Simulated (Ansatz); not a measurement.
**Worked example: C3H9AlO + C2H6MgO → C3H9AlO2 + C2H6Mg**

Species: C3H9AlO `C[CH](C)[AlH][OH]`, singlet; C2H6MgO `C[CH2][Mg][OH]`, singlet; C3H9AlO2 `C[CH](C)[Al]([OH])[OH]`, singlet; C2H6Mg `C[CH2][MgH]`, singlet. The partners trade H for OH: Al–H and Mg–OH bonds give way to Al–OH and Mg–H.

Shapes, held fixed at every level: PBE0-D4/def2-TZVP. Flexible molecules stand in one conformer, not always the lowest. Programs: Ansatz 0.2.0. Electronic energies: no zero-point or thermal term.

At CCSD(T)/def2-TZVPP; 1 Eh = 2625.50 kJ/mol:

```
 species  energy (Eh)
 C3H9AlO  -436.699547
 C2H6MgO  -354.657287
C3H9AlO2  -511.910163
  C2H6Mg  -279.453920
```

Question: Work out ΔE of the reaction at this level.

Answer: 
1. Products less reactants: (-511.910163) + (-279.453920) − [(-436.699547) + (-354.657287)] = -0.007249 Eh = -19.0 kJ/mol.

Other levels give -20.4 (HF/def2-TZVPP) to -14.1 kJ/mol (MP2/def2-TZVPP). No measured value is set beside it here. Outer-core shells of Mg are correlated in most correlated rows, in sets that cover them unevenly.
